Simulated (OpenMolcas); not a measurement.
An atom or ion with 40 electrons was computed by SS-RASPT2, IPEA 0.25 Eh, imaginary shift 0.1 Eh with spin-orbit coupling (OpenMolcas, ANO-RCC-VTZP, DKH2). The lowest levels that the run gave, each within 12 % of the measured value where one is at hand:

| J | Parity | E (eV) | g |
| --- | --- | --- | --- |
| 0 | even | 0.0000 |  |
| 1 | even | 0.1592 | 1.500 |
| 2 | even | 0.388 | 1.497 |
| 3 | even | 0.645 | 1.494 |
| 4 | even | 0.914 | 1.489 |
| 0 | even | 2.747 |  |
| 4 | even | 3.019 | 0.892 |
| 5 | even | 3.380 | 1.057 |
| 1 | even | 3.393 | 1.467 |
| 3 | even | 3.480 | 0.916 |
| 2 | even | 3.599 | 0.697 |
| 6 | even | 3.616 | 1.153 |

Task: Which ion is it, and what are the configurations and terms?

Result: Ag VIII (Z = 47, charge +7; active space 10 electrons in 8 orbitals (RAS1 4p, at most 2 holes; RAS2 4d)). J, parity and g give the terms where levels are pure, and mixed ones are named by the computed weights; the size of the splittings, set against known spectra of the 40-electron sequence, gives the charge. In order, with the measured energies in eV (Atoms 5, 11 (2017), spectra Ag VII to Ag IX): 4d⁴ ⁵D₀, 4d⁴ ⁵D₁ (0.1661), 4d⁴ ⁵D₂ (0.3982), 4d⁴ ⁵D₃ (0.6561), 4d⁴ ⁵D₄ (0.9228), 4d⁴ ³P₀(1) (2.6420), 4d⁴ ³H₄ [69 %] (2.8891), 4d⁴ ³H₅ (3.2546), 4d⁴ ³P₁(1) (3.2888), 4d⁴ ³G₃ [51 %], 4d⁴ ³F₂(1) (3.4779), 4d⁴ ³H₆ (3.4945).

CASPT2 breaks the degeneracy within a term, and the mean is taken; among the terms shown or strongly mixed into the levels shown the widest spread is 51 cm-1 (4d⁴ ³F(1)). Active for correlation alone: 4p; no level in the range computed is led by a configuration that opens it, so any true level of that kind is missing. Measured partners are found by configuration, term and J. A level has none where our copy of the source lacks it or the pairing is in doubt (some pairs that miss far off the trend of their configuration count as doubtful), and it then counts in no deviation. Only configurations of the active space appear.

A share in square brackets marks a mixed level and gives the weight of the term that names it. A number in round brackets counts repeated terms of one configuration in the order of the reference energies.
